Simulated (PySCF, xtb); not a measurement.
W(F)5(OH) (F5HOW), SMILES [OH][W]([F])([F])([F])([F])[F], multiplicity 1. One conformer was computed; it need not be the lowest.

Harmonic wavenumbers (cm⁻¹) from GFN2-xTB run with xtb at its own minimum, in rising order: 102, 102, 124, 200, 200, 236, 252, 269, 269, 385, 396, 402, 402, 425, 426, 448, 542, 3559.

What does PySCF with PBE-D3(BJ)/def2-SVP give at its own minimum? (An estimate is asked for; the answer gives what the named calculation found.)

49, 49, 160, 177, 177, 253, 291, 304, 304, 369, 369, 655, 666, 690, 690, 711, 779, 3828. Paired by order, the mean absolute difference is 121 cm⁻¹ and the zero-point energies are 12.5 and 15.0 kcal/mol.
